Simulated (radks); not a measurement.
The numbers below are computed, except where a source is named.
Species: Nd57+. Configuration: [He] 2s1.

Code: a radial shooting solver on a logarithmic mesh with Libxc functionals. Model: Dirac Kohn-Sham, exchange-only PBE, spin-unpolarised, spherical densities, finite nucleus; Fermi nuclear charge, rms radius 4.9123 fm.

Energy parts (hartree):
total: -4203.8302
kinetic: 4683.5895
electron-nucleus: -8954.0713
Hartree: 112.3224
exchange: -45.6709

Orbitals (lengths in bohr, moments of r in powers of bohr; r(max) is where P^2 peaks):
orbital  occ.  eigenvalue (hartree)      <r^2>      <r^4>   r(max)
1s1/2       2             -1827.066  0.0007513  1.484e-06  0.01506
2s1/2       1             -449.7133    0.01063  0.0001901  0.08259
2p1/2       0             -444.8892   0.007539  0.0001111  0.06194
2p3/2       0             -422.5105   0.008549  0.0001382  0.06695
3s1/2       0             -194.8497    0.05472   0.004344   0.2114

The highest occupied level is 2s1/2 at -12237.3 eV. The electron density at the nucleus is 4.194e+05 e/bohr^3. Summed over all electrons, <r^2> = 0.01213 bohr^2, which gives a Langevin (diamagnetic) susceptibility term of -0.00961 x 10^-6 cm^3/mol. The density falls to 0.001 e/bohr^3 at r = 0.33 bohr. For comparison, the ionisation energy in NIST's Atomic Spectra Database is 12341.7 eV (theoretical). In exact Kohn-Sham theory the highest level is minus the ionisation energy, but local and semilocal functionals leave it too shallow, through self-interaction and a potential that decays too fast; potentials with the right tail come closer.

Beside tabulated values, note that spin-unpolarised runs miss the spin-polarisation part of the exchange energy of open shells.
